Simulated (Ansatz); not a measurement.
Ansatz (a program for electronic structure) input:

Ansatz 0.2 input:
```yaml
crystal:
  periodic: [false, false, false]
  atoms:
    - {symbol: C, position_ang: [0.12026251, -1.86660365, -0.24068930]}
    - {symbol: C, position_ang: [-0.24383394, -0.44652703, -0.03073980]}
    - {symbol: O, position_ang: [0.86067522, 0.30643938, 0.49835078]}
    - {symbol: C, position_ang: [1.01532803, 0.20386912, 1.89865822]}
    - {symbol: O, position_ang: [-0.58768795, 0.10541032, -1.25763867]}
    - {symbol: C, position_ang: [-1.09991473, 1.42722792, -1.17890027]}
    - {symbol: H, position_ang: [0.08394055, -2.56965841, 0.57797369]}
    - {symbol: H, position_ang: [0.57510914, -2.15559629, -1.17670378]}
    - {symbol: H, position_ang: [-1.07790458, -0.34562818, 0.68686364]}
    - {symbol: H, position_ang: [1.30728189, -0.80540919, 2.20920667]}
    - {symbol: H, position_ang: [0.09188384, 0.47899737, 2.42451049]}
    - {symbol: H, position_ang: [1.80468802, 0.89788059, 2.18243684]}
    - {symbol: H, position_ang: [-1.96986888, 1.46822299, -0.51201636]}
    - {symbol: H, position_ang: [-1.40818667, 1.70196452, -2.18553020]}
    - {symbol: H, position_ang: [-0.34189259, 2.12663083, -0.82241116]}
basis:
  gaussian:
    orbitals: cc-pVQZ
hamiltonian:
  xc: pbe
magnetization: {spin_polarized: true, initial_magnetization: 1}
correlation: {method: rpa, electrons: outside_noble_gas}
```

What final total energy does it print?

-308.42659 Eh (RPA@PBE/cc-pVQZ). The basis has 600 functions.

It need not be the lowest isomer of its formula.
